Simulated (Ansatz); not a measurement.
C3H3ClO2Sn, SMILES `[Cl][Sn-]1[O]C=CC=[O+]1`, relaxed with RKS PBE0-D4/def2-TZVP in the Gaussian-basis code of Ansatz from a PBE-D4/def2-SVP geometry. The force threshold is 0.005 eV/Å; the program also tests the step.

The species carries charge 0 and has multiplicity 1. Sn: def2 effective core potential.

Start:

```xyz
10

Cl    2.730   -0.903    1.347
Sn    0.452   -1.606    1.801
O    -0.305    0.488    1.650
C    -0.483    1.132    0.561
C    -0.440    0.646   -0.759
C    -0.254   -0.699   -1.129
O    -0.031   -1.706   -0.375
H    -0.720    2.215    0.689
H    -0.623    1.368   -1.567
H    -0.327   -0.935   -2.218
```

```tsv
step	energy (eV)	largest force (eV/Å)	largest move (Å)
1	-25602.0142	0.854	0.000
2	-25602.1010	0.246	0.090
3	-25602.1084	0.082	0.019
4	-25602.1084	0.107	0.013
5	-25602.1092	0.015	0.008
6	-25602.1093	0.007	0.007
7	-25602.1094	0.009	0.011
8	-25602.1094	0.006	0.010
9	-25602.1094	0.001	0.004
```

End:

```xyz
10

Cl    2.658   -0.837    1.266
Sn    0.437   -1.576    1.767
O    -0.323    0.444    1.622
C    -0.474    1.108    0.557
C    -0.418    0.641   -0.751
C    -0.249   -0.693   -1.104
O    -0.058   -1.678   -0.337
H    -0.694    2.173    0.699
H    -0.572    1.356   -1.547
H    -0.306   -0.938   -2.172
```

Run time 81 s (4 threads of an Arm Neoverse V2 on a shared host); peak host memory 0.96 GiB.
